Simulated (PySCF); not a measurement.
Zn(SeH)2 (H2Se2Zn), SMILES [SeH][Zn][SeH].

Geometry optimised at PBE-D3(BJ)/def2-SVP. One conformer was computed; it need not be the lowest.

Method: PBE-D3(BJ)/def2-SVP run with PySCF.

Frequencies are harmonic and unscaled.

```json
[
 {"mode": "1", "ν (cm⁻¹)": "70", "IR (km/mol)": "3.9", "moving atoms (share of kinetic energy)": "Zn 70 %, Se 28 %"},
 {"mode": "2", "ν (cm⁻¹)": "70", "IR (km/mol)": "4.1", "moving atoms (share of kinetic energy)": "Zn 70 %, Se 28 %"},
 {"mode": "3", "ν (cm⁻¹)": "132", "IR (km/mol)": "5.3", "moving atoms (share of kinetic energy)": "H 99 %"},
 {"mode": "4", "ν (cm⁻¹)": "191", "IR (km/mol)": "0.0", "moving atoms (share of kinetic energy)": "Se 99 %"},
 {"mode": "5", "ν (cm⁻¹)": "354", "IR (km/mol)": "35.4", "moving atoms (share of kinetic energy)": "Zn 71 %, Se 29 %"},
 {"mode": "6", "ν (cm⁻¹)": "550", "IR (km/mol)": "1.4", "moving atoms (share of kinetic energy)": "H 97 %"},
 {"mode": "7", "ν (cm⁻¹)": "550", "IR (km/mol)": "1.2", "moving atoms (share of kinetic energy)": "H 97 %"},
 {"mode": "8", "ν (cm⁻¹)": "2346", "IR (km/mol)": "11.6", "moving atoms (share of kinetic energy)": "H 99 %"},
 {"mode": "9", "ν (cm⁻¹)": "2347", "IR (km/mol)": "11.1", "moving atoms (share of kinetic energy)": "H 99 %"}
]
```
